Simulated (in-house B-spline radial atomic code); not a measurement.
Configurations of Mg⁺, with energies counted from [Ne] 3s1. All numbers are computed (scalar-relativistic (X2C) CAM-B3LYP, spin-polarised, spherical fractional occupations, exact exchange averaged over the configuration; Fermi nucleus of rms radius 3.057 fm) with an all-electron radial atomic-structure program (B-spline basis), not measured. Shells without spins written out take the highest spin.

Occupations are held fixed; configurations that lie above the ionisation limit could autoionise.

```csv
configuration,E - E(ref) (eV),highest orbital,its <r> (bohr)
[Ne] 4p1,10.139,4p up,7.347
[Ne] 4f1,12.025,4f up,8.861
[He] 2s2 2p5 3s1 3p1,54.195,3p up,2.837
[He] 2s2 2p5 3s1 3d1,60.822,3d up,4.092
[He] 2s2 2p5 3s1 4p1,62.269,4p up,6.741
[He] 2s1 2p6 3s1 4d1,98.401,4d up,8.836
```

(1) Order these further configurations by energy, lowest first.
A. [He] 2s2 2p5 3s1 4d1
B. [He] 2s1 2p6 3s1 4f1
C. [Ne] 3d1
D. [He] 2s1 2p6 3s1 3p1
E. [He] 2s1 2p6 3s1 4p1

(2) How far above the reference does [He] 2s2 2p5 3s1 4f1 lie?

Answers

(1) C (9.1464 eV), A (64.079 eV), D (88.553 eV), E (96.603 eV), B (98.954 eV).

(2) 64.628 eV; its least bound orbital is 4f up with <r> = 8.718 bohr.
